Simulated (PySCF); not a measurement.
C4H5NSi, SMILES N#CC1=CC[SiH2]1. Heavy atoms are numbered as in [N:1]#[C:2][C:3]1=[CH:4][CH2:5][SiH2:6]1. Hydrogens are named by the atom that carries them.

Geometry optimised at B3LYP-D3(BJ)/def2-SVP. This is a generated structure with no PubChem entry under its InChIKey; it may be hypothetical.

These are HF/def2-TZVP (PySCF) values and carry that method's errors.

ESP charges are fitted to the potential on shells at 1.4 to 2.0 van der Waals radii. Atomic charges (e), one atom of each kind:

```tsv
atom	Mulliken	ESP fit	Löwdin	IAO
N1	-0.18	[?]	0.03	-0.28
C2	-0.21	[?]	-0.17	0.16
C3	-0.07	[?]	-0.23	-0.38
C4 (CH)	0.00	0.04	-0.06	-0.03
C5 (CH2)	-0.39	-0.50	-0.32	-0.54
Si6 (SiH2)	0.51	0.58	0.44	0.98
H on C4	0.15	0.14	0.14	0.15
H on C5	0.13	0.16	0.13	0.14
H on Si6	-0.03	[?]	-0.04	-0.17
```

### Question
What belongs in the gaps? (The exact figures need the calculation; the answer reports its results.)

### Answer

- N1, ESP fit: -0.47
- C2, ESP fit: 0.36
- C3, ESP fit: -0.25
- H on Si6, ESP fit: -0.11

### Question
Give the Mayer and Wiberg (Löwdin basis) orders of the bonds. (Estimate from the structure and the level; the computed values follow.)

### Answer

```csv
bond,Mayer,Wiberg
N1–C2,3.01,3.27
C2–C3,0.92,1.33
C3–C4,1.80,1.83
C4–C5,0.95,1.21
C3–Si6,0.94,0.98
C5–Si6,0.94,1.03
```
